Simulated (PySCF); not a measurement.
A core-ionisation job, as run on `[S]=[Ge]` [singlet].

The calculation used PySCF, delta-SCF UKS SCAN, pcX-2 on the ionised atom, pcseg-1 elsewhere, spin-free X2C.

Input of the driver that calls PySCF (job settings, then Cartesian coordinates in Å):

```
{"job": {"kind": "xps"}, "charge": 0, "multiplicity": 1}
S      1.0189    -0.0034    -0.0022
Ge    -1.0162     0.0047    -0.0119
```

The driver printed:

```
ground state, core basis on atom 0 (S), 87 functions
  cycle   1  E = -2493.24783726  |g| = 4.55e-01
  cycle   2  E = -2491.81628731  |g| = 1.82e+00
  cycle   3  E = -2493.32728437  |g| = 4.76e-02
  cycle   4  E = -2493.32755057  |g| = 3.20e-02
  cycle   5  E = -2493.32791853  |g| = 9.20e-03
  cycle   6  E = -2493.32794427  |g| = 1.76e-03
  cycle   7  E = -2493.32794736  |g| = 3.94e-04
  E(ground) = -2493.45591704 Eh
hole in S 1s of atom 0
  cycle   1  E = -2401.09127389  |g| = 5.08e+00
  cycle   2  E = -2401.36567245  |g| = 2.17e+00
  cycle   3  E = -2399.23836516  |g| = 1.90e+00
  cycle   4  E = -2402.19211369  |g| = 4.01e-01
  cycle   5  E = -2402.31858165  |g| = 1.55e-01
  cycle   6  E = -2402.32725962  |g| = 5.39e-02
  cycle   7  E = -2402.32862493  |g| = 2.38e-02
  cycle   8  E = -2402.32900225  |g| = 3.90e-03
  cycle   9  E = -2402.32900775  |g| = 8.95e-04
  cycle  10  E = -2402.32900928  |g| = 1.01e-04
  E(ion) = -2402.44833176 Eh   <S^2> = 0.7516   hole on atom = 1.000   binding energy = 2476.443 eV
hole in S 2p of atom 0
  cycle   1  E = -2486.64830586  |g| = 1.53e+00
  cycle   2  E = -2486.49415238  |g| = 1.30e+00
  cycle   3  E = -2486.84623322  |g| = 6.29e-01
  cycle   4  E = -2487.08766572  |g| = 1.62e-01
  cycle   5  E = -2487.10586881  |g| = 3.90e-02
  cycle   6  E = -2487.10642659  |g| = 2.08e-02
  cycle   7  E = -2487.10664502  |g| = 1.33e-03
  cycle   8  E = -2487.10664372  |g| = 4.00e-04
  E(ion) = -2487.24246396 Eh   <S^2> = 0.7550   hole on atom = 1.001   binding energy = 169.077 eV
  2p3/2 = 168.672 eV   2p1/2 = 169.898 eV
```

Atoms in this output count from 0. The cycles run on a coarser grid; E(ground) and E(ion) are re-evaluated on a finer one, so they differ from the last cycles. The 2p3/2 and 2p1/2 values come from a spin–orbit splitting computed afterwards within the 2p shell; their 2:1 mean is the average over the three 2p orbitals, so it can differ from the printed binding energy of the one hole solved. The run used up to 87 basis functions and 25 SCF iterations in all.

On Arm Neoverse V2, one thread, shared host, this took 1.6 s.

Binding energies (atoms from 0): S1s of atom 0 2476.44 eV; S2p of atom 0 169.08 eV (mean of the shell).

Isolated species at its GFN2-xTB geometry, gas phase.
